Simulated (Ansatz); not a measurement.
Program: Ansatz. Geometries: PBE0-D4/def2-TZVP. ΔE: electronic, gas phase. CBS: MP2 limit from def2 TZ/QZ plus the TZ coupled-cluster correction, frozen cores. This one scheme is used for every species. DFT in def2-TZVPP. Triplets are unrestricted, without spin–orbit coupling. Each species was taken in one conformer, which may not be the lowest.

Consider the formal loss of a carbene: `CCB(O)OC` → `[CH2]` (triplet) + `COB(C)O`.

```csv
level,ΔE (kJ/mol)
B2PLYP,414.7
MP2/def2-QZVPP,433.4
```

(1) What does CCSD(T)/CBS give? (An estimate is asked.)

Largest T1 diagnostic among the species: 0.012.

## Answers

(1) The calculation gave: +425.9 kJ/mol. The listed levels differ from it by -11.2, 7.5 kJ/mol.

The D4 term adds +10.2 kJ/mol with B3LYP and +5.6 kJ/mol with PBE0; it sums over pairs of atoms, weighted by their polarisabilities, and B3LYP, whose exchange is more repulsive, gets the larger term. In def2-TZVPP, CCSD(T) changes the Hartree–Fock value by +136.4 kJ/mol (the triples alone add +10.9 kJ/mol) and MP2 by +148.5 kJ/mol. From PBE to PBE0 (25 % exact exchange), in def2-TZVPP and without D4, ΔE moves by −6.8 kJ/mol.

B3LYP here is the variant with VWN-RPA as its local correlation; programs differ in this.
